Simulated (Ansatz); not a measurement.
A run for Ansatz (an electronic-structure program): R-CCSD(T)/aug-cc-pV(T+d)Z on H5OP (a complex), monomers drawn apart or pushed together. Files ending in .json are basis or fitting sets from the Basis Set Exchange.

Ansatz 0.2 input:
```yaml
crystal:
  periodic: [false, false, false]
  atoms:
    - {symbol: O, position_ang: [0.26315868, -0.07788423, -0.54251780]}
    - {symbol: H, position_ang: [0.12421123, 0.00005789, 0.41181916]}
    - {symbol: H, position_ang: [1.14486876, 0.27479035, -0.69841306]}
    - {symbol: P, position_ang: [-0.54795817, 0.16219132, 3.30038656]}
    - {symbol: H, position_ang: [0.08775919, -0.55488373, 4.34282704]}
    - {symbol: H, position_ang: [-0.67543813, 1.35749425, 4.04874368]}
    - {symbol: H, position_ang: [-1.84546134, -0.30692360, 3.61673656]}
basis:
  gaussian:
    orbitals: aug-cc-pV_T+d_Z.json
magnetization: {spin_polarized: false}
correlation: {method: ccsd_t, electrons: outside_noble_gas}
scf: {lower_state_search: off}
```

Output:

```
WARN ansatz: RAYON_NUM_THREADS=2 ignored (pool sized by the plan → 2); use --threads N
Functional definition: HF
these checks for a lower state are left out or cut short: stability, starts, cluster_reference, orbital_swaps, neighbouring_geometries, increment
integrals: 1.01 GiB planned
1216 factors; integrals over basis functions are off by at most 1.1e-3 eV
mean field: 0.56 GiB planned
mean field evaluation 1: about -11386.8436 eV, gradient 3.5e1 eV
mean field evaluation 2: about -11386.8435 eV, gradient 3.5e1 eV
mean field evaluation 4: about -11389.3687 eV, gradient 2.6e0 eV
mean field evaluation 8: about -11389.4112 eV, gradient 1.4e-1 eV
mean field -11389.41132779 eV, -418.5531462759 hartree, gradient 1.8e-6 eV, S^2 0.000000; 0 other end points of the search recorded, 0 dependent functions left out
6 core orbitals not correlated
reference -11389.41132779 eV, -418.5531462759 hartree; 8, 8 occupied and 202, 202 virtual orbitals, 1216 factors
second order -12.06418455 eV of doubles, -0.00000000 eV of singles
coupled cluster: 3.01 GiB planned
cycle   1  -12.56349543 eV  change   -5.0e-1 eV  update   7.5e-2
cycle   2  -12.89741009 eV  change   -3.3e-1 eV  update   2.4e-2
cycle   3  -12.95399924 eV  change   -5.7e-2 eV  update   1.1e-2
cycle   4  -12.94698122 eV  change    7.0e-3 eV  update   2.7e-3
cycle   5  -12.94681817 eV  change    1.6e-4 eV  update   1.0e-3
cycle   6  -12.94669801 eV  change    1.2e-4 eV  update   2.9e-4
cycle   7  -12.94651390 eV  change    1.8e-4 eV  update   1.1e-4
cycle   8  -12.94650742 eV  change    6.5e-6 eV  update   3.6e-5
cycle   9  -12.94651826 eV  change   -1.1e-5 eV  update   1.4e-5
perturbative correction -0.43717632 eV, -0.0160659335 hartree
Total energy: -11402.79502237 eV, -419.0449879800 hartree
Checks for a lower state left out: stability, starts, cluster_reference, orbital_swaps, neighbouring_geometries, increment
```

The calculation finished and met its thresholds.

Cost: around 70 core-seconds (rough).
